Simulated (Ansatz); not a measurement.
Input file for Ansatz (a first-principles code): R-CCSD(T)/cc-pVDZ on CH5BOSe (SMILES COB[SeH]), a point of a torsion scan. The run froze 17 orbitals, filled d shells among them.

Ansatz 0.2 input:
```yaml
crystal:
  periodic: [false, false, false]
  atoms:
    - {symbol: C, position_ang: [-1.04601743, -0.63171312, 0.08277712]}
    - {symbol: O, position_ang: [-0.95630667, -0.68735353, -1.32187205]}
    - {symbol: B, position_ang: [-0.00752856, -1.30964538, -2.00837895]}
    - {symbol: Se, position_ang: [-0.22497313, -1.22885192, -3.91774389]}
    - {symbol: H, position_ang: [-0.06179742, -0.49799865, 0.53685791]}
    - {symbol: H, position_ang: [-1.49457374, -1.55302173, 0.46140338]}
    - {symbol: H, position_ang: [-1.68557971, 0.21349230, 0.34004197]}
    - {symbol: H, position_ang: [0.91706911, -1.86993275, -1.54911169]}
    - {symbol: H, position_ang: [-1.44430160, -0.47168846, -3.91060117]}
basis:
  gaussian:
    orbitals: cc-pVDZ
magnetization: {spin_polarized: false}
correlation: {method: ccsd_t, electrons: outside_noble_gas}
scf: {lower_state_search: off}
```

**Question.** Predict the final total energy.

**Answer.** -2540.7904 hartree (reference determinant -2540.2023, T1 diagnostic 0.014).

**Question.** How many basis functions does it have, and what does it roughly cost on one machine?

**Answer.** 94 functions; about 9 core-seconds (a rough figure).
